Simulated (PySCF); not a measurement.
Compound: C5H12O2Si.
Geometry (PBE0-D3(BJ)/def2-SVP, Å), atoms numbered from 1 in this order:
```
atom  x, y, z in Å
C1     3.0869    1.1359    0.2571
C2     2.1401   -0.0153    0.4875
O3     1.0267    0.1400   -0.3622
C4     0.0606   -0.8514   -0.2364
C5    -1.0237   -0.5688   -1.2742
C6    -1.8627    0.6124   -0.7599
Si7   -1.7733    0.3234    1.1042
O8    -0.5304   -0.8256    1.0424
H9     3.4116    1.1677   -0.7937
H10    3.9776    1.0382    0.8951
H11    2.5957    2.0921    0.4911
H12    1.8076   -0.0514    1.5400
H13    2.6385   -0.9828    0.2737
H14    0.5205   -1.8516   -0.3590
H15   -0.5624   -0.3739   -2.2537
H16   -1.6485   -1.4711   -1.3677
H17   -2.8793    0.6241   -1.1780
H18   -1.3811    1.5696   -1.0117
H19   -1.3953    1.5218    1.9097
H20   -2.9805   -0.3001    1.7214
```

The closed-shell ground state was solved at several levels (PySCF, density fitting, gas phase, non-relativistic).

| level | basis functions | HOMO (eV) | LUMO (eV) | gap (eV) | dipole (D) |
| --- | --- | --- | --- | --- | --- |
| mPW1PW91/pcSseg-1 | 203 | -7.77 | 0.70 | 8.47 | 0.76 |
| wB97X-D/def2-SVPD | 266 | -9.71 | 2.12 | 11.83 | 0.77 |

(1) Estimate the row for PBE0/pcSseg-1, a basis of 203 functions; the other rows only guide the guess.

(2) Over all these levels, which gives the widest orbital gap and which the narrowest?

(3) How far do the dipole and the HOMO energy spread over the levels?

Answers

(1) HOMO -7.73 eV, LUMO 0.67 eV, gap 8.40 eV, dipole 0.77 D.

(2) wB97X-D/def2-SVPD (range-separated hybrid) has the widest, 11.83 eV, and PBE0/pcSseg-1 (global hybrid, 25 % exact exchange) the narrowest, 8.40 eV. Functional and basis both differ between the two, so the spread mixes both effects.

(3) The dipole runs from 0.76 to 0.77 D (mean 0.77 D) and the HOMO from -9.71 to -7.73 eV.

One conformer stands for the species.
